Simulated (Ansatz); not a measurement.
Species: C5H5F, SMILES `FCC1=CC=C1` (F–C–C–C torsion 124°) (charge 0, multiplicity 1).

Problem. Give a relaxed geometry from Ansatz (a first-principles code) with B3LYP-D3(BJ)/def2-TZVP.

Solution. This is not unique; one that fits is the end point of this relaxation, one of several conformers (outside a Z-matrix the atoms follow the SMILES, hydrogens last).
Z-matrix (Å, degrees):
```
C
C 1 1.3329
H 2 1.0802 1 134.57
C 1 1.4682 2 135.73 3 -1.57
H 4 1.0919 1 110.89 2 4.01
H 4 1.0948 5 109.51 1 123.55
F 4 1.4073 5 107.88 6 115.17
C 2 1.5682 3 135.16 1 -176.98
C 8 1.3301 2 90.40 3 178.01
H 9 1.0790 8 135.53 2 179.59
H 8 1.0790 9 135.19 10 0.16
```
